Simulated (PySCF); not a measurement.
TlSi and its ions

r²SCAN; Tl def2-SVPD with ECP60, Si def2-SVPD; scalar-relativistic core potentials (PySCF 2.14). Neutral (UKS): quartet (σ ↑, π ↑↑), Re = 2.686 Å, ωe = 230 cm⁻¹, De = 2.34 eV, HOMO -4.80 eV, LUMO -3.00 eV.

TlSi⁻ (UKS): triplet (π ↑↑), Re = 2.666 Å, ωe = 257 cm⁻¹. The energies at the minima are -461.90646 hartree for TlSi and -461.94157 for TlSi⁻.

Q: Work out the adiabatic electron affinity, without and with harmonic zero-point energies (1 hartree = 27.2114 eV, 1 eV = 8065.5 cm⁻¹), and the change of the bond length.

A: At r²SCAN: 0.03511 hartree = 0.955 eV between the minima; the zero-point term (230.0 − 257.0)/2 cm⁻¹ = -0.002 eV makes it 0.954 eV. Re changes by -2.0 pm against the neutral. The electron enters a σ orbital, and the small change of length marks it as nearly non-bonding.

Spin–orbit coupling is left out, which matters for elements this heavy, above all for dissociation energies. The highest Kohn–Sham level is positive in this anion. Much of that is self-interaction error, but it also means that the finite basis helps to hold the extra electron. States were picked by a PBE0 search and need not be the measured ground states.
